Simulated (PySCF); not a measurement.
**Question.** What does the PBE0-D3(BJ)/def2-SVP structure of `C1(C=Cc2ccc(cc12)C)=C` look like in three dimensions?

**Answer.** 
Z-matrix in Å and degrees, rows numbered from 1:
```
C 
C   1  1.3433
C   2  1.4693  1  126.67
C   3  1.3544  2  109.54  1  -179.74
C   4  1.4641  3  109.36  2    -0.13
C   5  1.3902  4  132.07  3   179.83
C   6  1.3977  5  118.72  4  -179.87
C   7  1.4011  6  121.99  5    -0.10
C   8  1.5019  7  120.87  6  -178.46
C   8  1.4053  7  118.73  6     0.27
C  10  1.3859  8  119.80  7    -0.25
H   1  1.0928  2  121.50  3   180.00
H   1  1.0929  2  121.11  3     0.01
H   3  1.0902  2  123.78  1     0.22
H   4  1.0910  3  126.15  2   179.87
H   6  1.0929  5  120.98  4    -0.09
H   7  1.0936  6  119.21  5   179.80
H   9  1.1033  8  111.10  7    95.43
H   9  1.1002  8  111.52  7  -145.16
H   9  1.0995  8  111.56  7   -24.26
H  10  1.0942  8  119.55  7   179.63
```

The 5-membered ring C2–C3–C4–C5–C11 has internal angles of 105.7° to 109.5° (sum 540°, against 540° for a flat polygon); it is planar, 0.00 Å rms from its mean plane, widest ring torsion 0°. The 12 C–C bonds span 1.343 Å (C1=C2, drawn double) to 1.502 Å (C8–C9, drawn single), a spread of 0.159 Å. The 6-membered ring C5–C6–C7–C8–C10–C11 has internal angles of 118.7° to 122.0° (sum 720°, against 720° for a flat polygon); it is planar, 0.00 Å rms from its mean plane, widest ring torsion 0°. The 11 heavy atoms lie in one plane (0.008 Å rms).

Level of theory: PBE0-D3(BJ)/def2-SVP geometry optimisation, gas phase in PySCF.

Not checked by PBE0-D3(BJ)/def2-SVP frequencies.

Hardware: an AMD EPYC 7R43 with 2 threads, shared host with 256 logical CPUs at a one-minute load of 107. Cost: 1.8 min wall, 4.8 min CPU, 1.2 GiB resident at most. These figures are those of the optimisation.
